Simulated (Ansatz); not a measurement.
Consider the formal exchange of groups at the Si–C bond: `[SiH3]C[O][SnH3]` + `FC[SiH2][SiH3]` → `FC[SiH]([SiH3])[SiH3]` + `C[O][SnH3]`.

Gas-phase electronic energies from Ansatz, PBE0-D4/def2-TZVP geometries. CCSD(T)/CBS is the MP2 limit (def2-TZVPP, def2-QZVPP) plus CCSD(T) − MP2 in def2-TZVPP, frozen cores. Functionals use def2-TZVPP. def2 core potentials past Kr. For Sn outer-core shells are correlated without core-valence functions, which leaves a few kJ/mol of doubt a bond. Each species was taken in one conformer, which may not be the lowest.

`[SiH3]C[O][SnH3]`:

Cartesian coordinates in Å:
```
Si -2.060 0.549 -0.623
C -0.303 -0.144 -0.571
O 0.265 0.208 0.673
Sn 2.112 -0.357 1.077
H -2.696 0.198 -1.924
H -2.869 -0.028 0.482
H -2.028 2.029 -0.485
H 0.270 0.261 -1.421
H -0.342 -1.236 -0.719
H 2.398 0.255 2.635
H 2.137 -2.064 0.998
H 3.115 0.331 -0.123
```

`FC[SiH2][SiH3]`:

Z-matrix (Å, degrees):
```
C
Si 1 1.902
F 1 1.391 2 110.2
H 1 1.095 2 110.9 3 -119.8
H 1 1.095 2 111.5 3 120.0
Si 2 2.339 1 110.4 3 53.7
H 2 1.491 1 107.0 3 174.2
H 2 1.488 1 109.6 3 -68.4
H 6 1.486 2 110.7 1 -65.6
H 6 1.488 2 110.0 1 174.1
H 6 1.488 2 109.7 1 54.7
```

`FC[SiH]([SiH3])[SiH3]`:

Cartesian coordinates in Å:
```
F 0.253 -0.372 -2.377
C -0.589 -1.065 -1.515
Si -0.412 -0.384 0.259
Si -1.031 1.871 0.324
Si 1.780 -0.675 1.022
H -1.615 -0.958 -1.880
H -0.324 -2.127 -1.560
H -1.344 -1.179 1.113
H -1.018 2.353 1.732
H -0.078 2.690 -0.469
H -2.400 2.055 -0.230
H 2.718 0.158 0.226
H 1.872 -0.266 2.449
H 2.189 -2.102 0.907
```

`C[O][SnH3]`:

Z-matrix (Å, degrees):
```
C
O 1 1.402
H 1 1.100 2 112.6
H 1 1.094 2 108.4 3 118.9
H 1 1.100 2 112.6 3 -122.2
Sn 2 1.967 1 119.0 3 61.1
H 6 1.709 2 107.4 1 -59.6
H 6 1.698 2 103.8 1 -180.0
H 6 1.709 2 107.4 1 59.7
```

CCSD(T)/CBS gives -21.0 kJ/mol.

(1) Another level gave -26.3 kJ/mol. Which?
A. HF/def2-TZVPP
B. B2PLYP/def2-TZVPP
C. r2SCAN-D4/def2-TZVPP
D. PBE-D4/def2-TZVPP

Largest T1 diagnostic among the species: 0.014.

## Answers

(1) C. r2SCAN-D4 -26.3, B2PLYP -18.1, HF/def2-TZVPP -13.2, PBE-D4 -31.9 kJ/mol.

In def2-TZVPP, CCSD(T) changes the Hartree–Fock value by −7.9 kJ/mol (the triples alone add −1.3 kJ/mol) and MP2 by −4.7 kJ/mol. The D4 term adds −3.1 kJ/mol with B3LYP and −2.0 kJ/mol with PBE0; it sums over pairs of atoms, weighted by their polarisabilities, and B3LYP, whose exchange is more repulsive, gets the larger term.

B3LYP here is the variant with VWN-RPA as its local correlation; programs differ in this.
